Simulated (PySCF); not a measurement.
# SrHg⁺: from constants to spectrum

PBEsol constants of SrHg⁺, ²Σ⁺ (doublet), unpaired electrons σ ↑ (basis Sr def2-SVP with ECP28, Hg def2-SVP with ECP60; scalar-relativistic core potentials; PySCF 2.14; masses 87.9056 and 201.9706 u):

| Property | Result |
| --- | --- |
| ωe | 70.7 cm⁻¹ |
| ωexe | 0.374 cm⁻¹ |
| Be | 0.023756 cm⁻¹ |
| αe | 0.000143 cm⁻¹ |
| De to Sr⁺ + Hg | 0.391 eV |

(1) What force constant and bond length do these constants imply?

(2) Estimate the centrifugal constant D from the Kratzer relation and find the Dunham coefficient a1.

The bond is weak. Basis-set superposition, not corrected here, can be much of De in a small basis, most of all at correlated wavefunction levels. Spin–orbit coupling is left out. For an ion De counts to the pair picked by the measured ionisation energies or electron affinities, which need not be the lowest pair at this level. The state was picked by a PBE0 search and need not be the measured ground state.

Results:

(1) Reduced mass μred = 61.248 u; k = 5.8918×10⁻⁷·μred·ωe² (u, cm⁻¹, mdyn/Å) = 0.180 mdyn/Å; Re = √(16.8576/(μred·Be)) (u, cm⁻¹, Å) = 3.404 Å.

(2) D = 4Be³/ωe² = 1.07e-08 cm⁻¹; a1 = −1 − αeωe/(6Be²) = -3.99.
